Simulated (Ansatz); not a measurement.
Program: Ansatz. Geometries: PBE0-D4/def2-TZVP. ΔE: electronic, gas phase. CCSD(T)/CBS is the MP2 limit (def2-TZVPP, def2-QZVPP) plus CCSD(T) − MP2 in def2-TZVPP, frozen cores. This one scheme is used for every species, atoms too. DFT in def2-TZVPP. No spin–orbit coupling; open shells (•) take unrestricted orbitals. Spin–orbit coupling would lower the free atoms: a little for B, C. One conformer a species, not always the lowest.

Reaction (atomization): `CBBN` → 2 B• + C• + 7 H• + N•

| level | ΔE (kJ/mol) |
| --- | --- |
| BLYP-D4 | 4083.4 |
| PBE0 | 4083.7 |

**Question.** What does CCSD(T)/CBS give? (Best estimate.)

**Answer.** Ansatz gave: +4048.9 kJ/mol. The listed levels differ from it by 34.5, 34.8 kJ/mol.

Largest T1 diagnostic among the species: 0.014.

Leaving LDA and LC-ωPBE aside and taking each functional with its dispersion term where it has one, the values, not all of them listed here, spread over 130.8 kJ/mol, from BHLYP-D4 to PBE-D4. LDA lies +464.5 kJ/mol from PBE without D4, its usual overbinding. The D4 term adds +23.3 kJ/mol with B3LYP and +12.3 kJ/mol with PBE0; it sums over pairs of atoms, weighted by their polarisabilities, and B3LYP, whose exchange is more repulsive, gets the larger term. At CCSD(T), def2-SVP lies −174.3 kJ/mol from the extrapolated value and def2-TZVPP −90.7 kJ/mol: correlation converges slowly with the basis, and small sets miss more of it in the bonded molecule than in its fragments.

B3LYP here is the variant with VWN-RPA as its local correlation; programs differ in this.

For atomizations the MP2-based limit and the directly extrapolated one differ by several kJ/mol either way, and by 10 to 25 for some Ge, Se and Sn compounds, so smaller differences from it don't rank the levels.
